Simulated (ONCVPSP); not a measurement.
# Transferability test, ONCV potential for Ni

Ni (Z = 28), optimised norm-conserving Vanderbilt (ONCV), made with ONCVPSP 4.0.1 (PBE, scalar-relativistic). Core [Ne], reference 3s2 3p6 3d8 4s2. Waves: 3s+4s: rc 1.15 bohr, ncon 5, nbas 8, qcut 11.3 1/bohr, 2 projectors; 3p: rc 1.10 bohr, ncon 3, nbas 7, qcut 11.6 1/bohr, 1 projector; 3d: rc 1.50 bohr, ncon 4, nbas 8, qcut 9.4 1/bohr, 2 projectors, debl 0.9 Ha. Local part: polynomial inside 0.70 bohr (lpopt 5, dvloc0 0 Ha). Core correction: Teter function, fcfact 3.5, rcfact 1.2.

Energies are relative to the spin-unpolarised reference configuration 3s2 3p6 3d8 4s2; without spin polarisation the order of configurations can differ from experiment.

(1) Give the all-electron excitation energy and the error of the potential for: 3s2 3p6 3d8 4s1; 3s2 3p6 3d8 4s0; 3s2 3p6 3d7 4s0; 3s2 3p6 3d6 4s0.

Results:

(1)

| valence configuration | charge | ΔE all-electron (eV) | error AE − PS (meV) |
| --- | --- | --- | --- |
| 3s2 3p6 3d8 4s1 | +1 | 9.323 | +1.4 |
| 3s2 3p6 3d8 4s0 | +2 | 26.674 | +8.7 |
| 3s2 3p6 3d7 4s0 | +3 | 64.140 | +28 |
| 3s2 3p6 3d6 4s0 | +4 | 121.696 | +435 |
